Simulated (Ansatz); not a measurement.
Cartesian coordinates (Å):
```xyz
12

W      0.3618    -0.0983     0.1754
F     -0.8822    -1.4886    -0.2719
O      1.1813    -0.9053     1.6955
H      1.9333    -1.5079     1.5279
O     -0.0602     0.4628    -1.6441
H     -0.6394    -0.1550    -2.1301
O     -1.0825     0.5141     1.2667
H     -1.8182    -0.0415     1.5810
O      1.7821    -1.1801    -0.6326
H      1.8204    -1.1283    -1.6058
O      1.1974     1.5869     0.2432
H      1.0596     2.3275    -0.3738
```
Charge 0, spin multiplicity 1.

Method: frozen-core CCSD(T)/def2-TZVPP // TPSS-D3(BJ)/def2-SVP (Ansatz, a first-principles code).

* **HF energy**: -543.45467 Ha
* **MP2 correlation energy**: -1.99112 Ha

Task: Estimate the CCSD correlation energy, the (T) correction, the total energy and the T1 diagnostic.

Result: 
| Property | Result |
|---|---|
| CCSD correlation energy | -1.94924 Ha |
| (T) correction | -0.09173 Ha |
| CCSD(T) total energy | -545.49565 Ha |
| T1 diagnostic | 0.023 |
